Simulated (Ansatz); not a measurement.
Basis sets compared for TcO3(NH2) (TcNO3H2). The state is a singlet with charge 0. Geometry PBE-D4/def2-SVP. Ansatz on 4 threads of Arm Neoverse V2 on a shared host; times are rough, and most runs start from earlier orbitals.

```xyz
7

Tc    0.6401    0.2239    0.3126
O     0.5522    1.9034    0.5380
O     0.7895   -0.5421    1.8147
O     1.9200   -0.1210   -0.7413
N    -0.9573   -0.4405   -0.4922
H    -1.7833   -0.6952    0.0584
H    -1.1611   -0.3284   -1.4902
```

In the def2 sets Tc takes a core potential; there is no spin–orbit coupling. The restricted singlet is unstable towards broken spin symmetry in Hartree–Fock (as tested in another run); at PBE-D4/def2-SVP, PBE-D4/def2-TZVPD, r2SCAN-D4/def2-TZVP, r2SCAN-D4/def2-TZVPD and others this wasn't settled.

Binding counts from free atoms (Tc sextet, O triplet, N quartet, H doublet) in the same basis, without a counterpoise term.

| level | functions | energy (Eh) | HOMO (eV) | LUMO (eV) | binding per atom (eV) | wall time |
| --- | --- | --- | --- | --- | --- | --- |
| PBE-D4/def2-SVP | 97 | -362.0819 | -7.25 | -4.20 | 4.58 | 0.75 s |
| PBE-D4/def2-TZVP | 176 | -362.4477 | -7.39 | -4.32 | 4.54 | 1.4 s |
| r2SCAN-D4/def2-TZVP | 176 | -362.5874 | -7.73 | -4.39 | 4.21 | 2.6 s |
| PBE0-D4/def2-SVP | 97 | -361.9563 | -8.74 | -3.68 | 4.00 | 0.9 s |
| PBE0-D4/def2-TZVP (with forces) | 176 | -362.3250 | -8.81 | -3.71 | 3.99 | 2.1 s |

Estimate the rows for PBE-D4/def2-TZVPD, r2SCAN-D4/def2-TZVPD, PBE0-D4/def2-TZVPD.


```json
{"level": "PBE-D4/def2-TZVPD", "functions": "215", "energy (Eh)": "-362.4510", "HOMO (eV)": "-7.43", "LUMO (eV)": "-4.37", "binding per atom (eV)": "4.54", "wall time": "1.8 s"}
{"level": "r2SCAN-D4/def2-TZVPD", "functions": "215", "energy (Eh)": "-362.5906", "HOMO (eV)": "-7.74", "LUMO (eV)": "-4.40", "binding per atom (eV)": "4.22", "wall time": "3.5 s"}
{"level": "PBE0-D4/def2-TZVPD", "functions": "215", "energy (Eh)": "-362.3283", "HOMO (eV)": "-8.83", "LUMO (eV)": "-3.74", "binding per atom (eV)": "4.00", "wall time": "2.4 s"}
```
